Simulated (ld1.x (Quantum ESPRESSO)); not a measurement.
# Which setting gave this result? (Mn (Z = 25), ultrasoft)

Base potential:

manganese (Mn), ultrasoft, made with ld1.x (Quantum ESPRESSO) 7.5 (PBE, fully relativistic). Core [Ne], reference 3s2 3p6 3d5 4s2 4p0. Waves: 3s (bound): rcut 1.15, rcutus 1.20 bohr; 4s (bound): rcut 1.15, rcutus 1.20 bohr; 3p (bound): rcut 1.70, rcutus 1.85 bohr; 4p (bound, empty): rcut 1.70, rcutus 1.85 bohr; 3d (bound): rcut 0.75, rcutus 1.00 bohr; 3d channel at -0.1 Ry: rcut 0.75, rcutus 1.00 bohr. Local part: all-electron potential smoothed inside 1.25 bohr (lloc = -2). Core correction: a·sin(br)/r model core inside 0.45 bohr. Augmentation charge: PSQ, inside the norm-conserving radii.

Open shells are filled in proportion to 2j + 1 (rel_dist='average').

Cutoffs, loose and tight: the cutoffs (Ry, on a coarse ladder) from which the occupation-weighted sum of valence levels, in a spherical-Bessel basis at the reference potential, stays within 10 and 1 mRy of its value at 400 Ry. They do not see the model core or the augmentation charge, which bear on the density cutoff. Test errors are all-electron minus pseudo excitation energies from the reference, over the configurations 3s2 3p6 3d5 4s1 4p0; 3s2 3p6 3d5 4s0 4p0; 3s2 3p6 3d4 4s0 4p0; 3s2 3p6 3d5.5 4s1.5 4p0; 3s2 3p6 3d6 4s1 4p0; 3s2 3p5 3d5 4s2 4p0; 3s2 3p6 3d4 4s2 4p1; variants that change the core or the reference have their own tests. The largest error is taken over the tests solved by every variant that gives reliable tests at all, those not shown here included: 3s2 3p6 3d5 4s0 4p0; 3s2 3p6 3d5 4s1 4p0; 3s2 3p6 3d5.5 4s1.5 4p0; 3s2 3p6 3d6 4s1 4p0.

Only the d radius is moved:

```tsv
d radius (bohr)	cutoff, loose	cutoff, tight	bound ghosts	largest test error (meV)
0.68	230 Ry	over 300 Ry	none	-18
1.2	70 Ry	120 Ry	none	-16
1.28	60 Ry	110 Ry	none	-17
1.46	50 Ry	80 Ry	none	-18
```

Q: One more run gave cutoff, loose: 140 Ry; cutoff, tight: 230 Ry; bound ghosts: none; largest test error (meV): -18. Which value of the d radius was used?

A: 0.86 bohr. The loose cutoff moves one way along this sweep, from 230 Ry at 0.68 to 50 Ry at 1.46 bohr, which places the run between 0.68 and 1.2 bohr.
